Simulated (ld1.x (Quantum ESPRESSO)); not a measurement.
Transferability test, TM semilocal potential for hafnium

ld1.x (Quantum ESPRESSO) 7.5 input, shortened:

```
&input
   title='Hf', zed=72., rel=1, dft='PBE', iswitch=3,
   config='[Xe] 4f14 5d2 5f-2 6s2 6p0'
 /
 &inputp
   pseudotype=1, tm=.true., lloc=0,
   nlcc=.false.
 /
4
6P  2  1   0.00   0.00  3.55  3.55  0.0
5D  3  2   2.00   0.00  2.30  2.30  0.0
5F  4  3  -2.00   0.10  3.50  3.50  0.0
6S  1  0   2.00   0.00  2.65  2.65  0.0
 &test
   configts(1)='5d2 6s2 6p0'
 /
```

Energies are relative to the spin-unpolarised reference configuration 5d2 6s2 6p0; without spin polarisation the order of configurations can differ from experiment.

Problem. Give the all-electron excitation energy and the error of the potential for: 5d2 6s1 6p0; 5d2 6s0 6p0; 5d1 6s0 6p0; 5d2 6s1.5 6p0; 5d2 6s0 6p1; 5d3 6s1 6p0; 5d1 6s2 6p0.

Solution.

```csv
valence configuration,charge,ΔE all-electron (eV),error AE − PS (meV)
5d2 6s1 6p0,+1,7.976,+6.7
5d2 6s0 6p0,+2,22.156,+145
5d1 6s0 6p0,+3,43.950,+343
5d2 6s1.5 6p0,+0.5,3.254,-0.1
5d2 6s0 6p1,+1,12.655,+40
5d3 6s1 6p0,0,2.593,+12
5d1 6s2 6p0,+1,6.498,+35
```
